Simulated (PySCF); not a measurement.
Sn(Br)(Me) (CH3BrSn), SMILES [CH3][Sn][Br] (connectivity only; charge and spin as stated), neutral, multiplicity 1.

The structure is a stationary point at B3LYP-D3(BJ)/def2-SVP. The def2 effective core potentials stand for the cores of Sn; spin–orbit coupling is left out.

The numbers are results of B3LYP-D3(BJ)/def2-SVP (PySCF 2.14.0), not measurements.

Frequencies are harmonic and unscaled.

Computed harmonic wavenumbers and intensities:
```csv
mode,ν (cm⁻¹),IR (km/mol),Raman (Å⁴/amu),depolarisation,moving atoms (share of kinetic energy)
1,61,0.1,0.0,–,H 99 %
2,131,1.0,4.4,0.72,"C 50 %, H 26 %, Br 14 %, Sn 9 %"
3,232,30.3,9.3,0.38,"Br 59 %, Sn 41 %"
4,467,42.3,30.4,0.36,"C 71 %, H 18 %, Sn 11 %"
5,566,0.0,0.2,0.75,"H 88 %, C 12 %"
6,683,9.4,1.0,0.73,"H 82 %, C 17 %"
7,1176,2.7,12.9,0.27,"H 82 %, C 18 %"
8,1416,3.6,12.1,0.71,H 95 %
9,1417,9.3,18.7,0.75,H 94 %
10,3018,5.8,143.6,0.01,H 98 %
11,3118,6.3,65.7,0.75,"H 91 %, C 9 %"
12,3131,11.6,104.3,0.74,"H 90 %, C 10 %"
```
